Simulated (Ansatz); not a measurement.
AlN, septet, at a GFN2-xTB geometry of the parent state (such geometries of metal compounds can be far from the true shape) (a higher spin typed on purpose: for a closed-shell molecule this is an excited state).

Here is a job for Ansatz (a program for electronic structure).
Ansatz 0.2 input:
```yaml
crystal:
  periodic: [false, false, false]
  atoms:
    - {symbol: Al, position_ang: [-0.00000000, -0.00000000, -0.59733836]}
    - {symbol: N, position_ang: [0.00000000, 0.00000000, 1.10934267]}
basis:
  gaussian:
    orbitals: 6-31G__.json
magnetization: {spin_polarized: true, initial_magnetization: 6}
correlation: {method: mp2}
```
The basis file holds 6-31G** in the JSON format of the Basis Set Exchange.

Task: What does this run give for the MP2 correlation energy, number of basis functions, total energy, SCF-reference <S^2>?

Result: 
The MP2 correlation energy is -0.0804 Eh and the number of basis functions comes out as 34. The total energy is -296.1342 Eh. The SCF-reference <S^2> is 12.005.
